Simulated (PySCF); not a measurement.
C2H10N2OSi2.
Geometry (PBE0-D3(BJ)/def2-SVP, Å), atoms numbered from 1 in this order:
```xyz
17
C2H10N2OSi2 angstrom
Si     2.499    0.764   -0.680
O      1.829    0.539    0.829
Si     0.367   -0.145    1.242
N     -0.120   -1.304    0.049
C     -1.497   -1.083   -0.364
C     -1.751    0.417   -0.204
N     -1.049    0.814    1.006
H      3.005   -0.524   -1.243
H      1.508    1.354   -1.631
H      3.643    1.709   -0.532
H      0.575   -0.594    2.642
H      0.214   -2.257   -0.004
H     -1.661   -1.387   -1.412
H     -2.219   -1.646    0.261
H     -1.380    0.950   -1.103
H     -2.834    0.613   -0.131
H     -1.150    1.781    1.285
```

Method: PySCF 2.14.0, density-fitted response routines, TDDFT CAM-B3LYP/def2-SVPD, vertical, gas phase, core orbitals frozen in the response.

Transition dipole moments from the ground state, in atomic units and in the frame of the coordinates above (overall signs are arbitrary), for the states with f of 0.002 or more among the lowest 8:

```
state  E (eV)      μx      μy      μz
   S2   6.462  -0.186  -0.082   0.223
   S3   6.790  -0.026  -0.171   0.077
   S4   7.007   0.199   0.069  -0.290
   S5   7.304  -0.201  -0.266   0.098
   S6   7.409   0.304   0.000  -0.242
   S7   7.468   0.339   0.203   0.176
   S8   7.652  -0.102  -0.102  -0.213
```

(1) What oscillator strength does each state have?

(2) What angle do the transition dipoles of S5 and S8 make?

(3) How is the summed strength of these states shared among x, y and z?

(4) What peak molar absorption coefficient would the strongest computed level give as a lone Gaussian band 0.4 eV wide at half height?

## Answers

(1) f = (2/3) ΔE |μ|² with ΔE in hartree (27.2114 eV).

```json
{"state": "S2", "|μ|² (au)": "0.091", "|μ| (D)": "0.77", "f": "0.014"}
{"state": "S3", "|μ|² (au)": "0.036", "|μ| (D)": "0.48", "f": "0.006"}
{"state": "S4", "|μ|² (au)": "0.128", "|μ| (D)": "0.91", "f": "0.022"}
{"state": "S5", "|μ|² (au)": "0.121", "|μ| (D)": "0.88", "f": "0.022"}
{"state": "S6", "|μ|² (au)": "0.151", "|μ| (D)": "0.99", "f": "0.027"}
{"state": "S7", "|μ|² (au)": "0.187", "|μ| (D)": "1.10", "f": "0.034"}
{"state": "S8", "|μ|² (au)": "0.066", "|μ| (D)": "0.65", "f": "0.012"}
```

(2) |cos θ| = |μa·μb| / (|μa| |μb|) = 0.30, so θ ≈ 73° (taken between 0 and 90°, since the signs are arbitrary).

(3) (2/3) Σ ΔE μα² gives 0.059 for x, 0.029 for y and 0.050 for z, 0.138 in all.

(4) ε(max) = 2.175×10⁸ f / FWHM, with the width in cm⁻¹. S7: 2.175×10⁸ × 0.0342 / 3226 ≈ 2300 L mol⁻¹ cm⁻¹.

The vertical ionisation energy (ΔSCF) is 8.78 eV, 1.13 eV above S8.

One conformer stands for the species.

Without π bonds the low states may be Rydberg-like; a valence basis with one diffuse set may place them up to an eV too high.
